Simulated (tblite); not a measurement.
Run record: tight-binding relaxation, `[SiH](NBN)C#C` [radical].

Computed with GFN2-xTB geometry optimisation, gas phase (tblite 0.8.0). Start geometry: from a force field or distance geometry. The input is one job of a driver script: a line of settings, then coordinates in Å.

Command:
```bash
OMP_NUM_THREADS=1 python probes_run.py task.json out
```

Input:
```
{"job": {"kind": "relax", "xc": "GFN2-xTB", "basis": "xTB"}, "charge": 0, "multiplicity": 2}
C      2.667100     1.091000    -0.333600
C      1.978700     0.156300    -0.012100
Si     0.971500    -1.270000     0.498300
N     -0.700700    -0.704400     0.858200
B     -1.393400    -0.409100    -0.447800
N     -1.912100     0.994200    -0.742000
H      3.251600     1.924400    -0.626700
H      1.555200    -1.878700     1.697900
H     -1.201400    -1.521300     1.297600
H     -1.552900    -1.261900    -1.254900
H     -1.092800     1.639700    -0.667600
H     -2.569700     1.239100     0.034200
```

Question: Estimate the output.

Answer: 
```
step      E/eV     max force
  0    -435.94421    1.939
  1    -436.09835    1.225
  2    -436.17080    1.696
  3    -436.16580    2.494
  4    -436.20343    0.443
  5    -436.21136    0.254
  6    -436.22607    0.699
  7    -436.24224    0.772
  8    -436.26161    0.421
  9    -436.27143    0.238
... (84 lines left out)
 94    -437.70644    0.051
 95    -437.70656    0.062
 96    -437.70669    0.054
 97    -437.70677    0.025
 98    -437.70680    0.012
 99    -437.70681    0.012
100    -437.70683    0.018
101    -437.70685    0.022
102    -437.70688    0.014
103    -437.70689    0.007
```

«max force» is the largest atomic force in eV/Å.

Question: From which step on does the largest force stay under 0.1 eV/Å, and how much energy is left to gain from there?

Answer: From step 64 (0.088 eV/Å), 7.1 meV above the end.

Main results: energy lowered by 40.6 kcal/mol over 103 steps; largest atomic force 0.007 eV/Å at the end.

Question: Where do the atoms end?

Answer: 0.816 Å rms from the input after alignment:
```
atom  x, y, z in Å
C1     2.4196    1.3285   -0.3649
C2     1.8006    0.4091    0.1195
Si3    1.0459   -1.1581    0.6826
N4    -0.6218   -1.3717    0.2783
B5    -1.6045   -0.4604   -0.2069
N6    -1.2852    0.8713   -0.4529
H7     2.9256    2.1648   -0.7540
H8     1.2808   -1.4155    2.1025
H9    -0.9563   -2.3133    0.4127
H10   -2.7013   -0.8419   -0.3908
H11   -0.3575    1.2414   -0.3294
H12   -1.9447    1.5452   -0.7953
```

Hardware: AMD EPYC 9R45, one thread, on a shared host. Cost: 0.39 s of wall time.
Labels such as C1 count atoms from 1, the log's own numbers from 0.
